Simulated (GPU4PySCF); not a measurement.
# From computed data to an observable: oscillator strength and radiative lifetime

C₉H₂₁Sb, SMILES C[CH](C)[Sb]([CH](C)C)[CH](C)C.

Geometry optimised at B3LYP-D3(BJ)/def2-TZVP. The isomer is the one that the SMILES or the coordinates give; other isomers of the formula were not compared. The def2 effective core potentials stand for the cores of Sb; spin–orbit coupling is left out. The values are those of a single conformer.

TDDFT-B3LYP/def2-SVPD (GPU4PySCF) puts the first singlet state with f over 0.02 at 5.11 eV (vertical), with the transition dipole (0.363, -0.763, -0.065) in atomic units.

**Question.** Find the oscillator strength, the wavelength and the radiative lifetime that this transition would have in vacuum if emission retraced absorption.

**Answer.** 
|μ|² = 0.7182 au, so |μ| = 2.15 D. ΔE = 5.11/27.211 = 0.1878 hartree. f = (2/3) ΔE |μ|² = 0.090 (the program prints 0.090).
λ = 1239.84/5.11 = 243 nm; ν = 41215 cm⁻¹.
Einstein's coefficient A = 0.6670 ν² f s⁻¹ (ν in cm⁻¹) = 1.0e8 s⁻¹, so τ = 1/A = 9.8 ns. This state is S1. The figure is the radiative limit of this one transition; relaxation, internal conversion, crossing to triplets and a medium change what is measured.
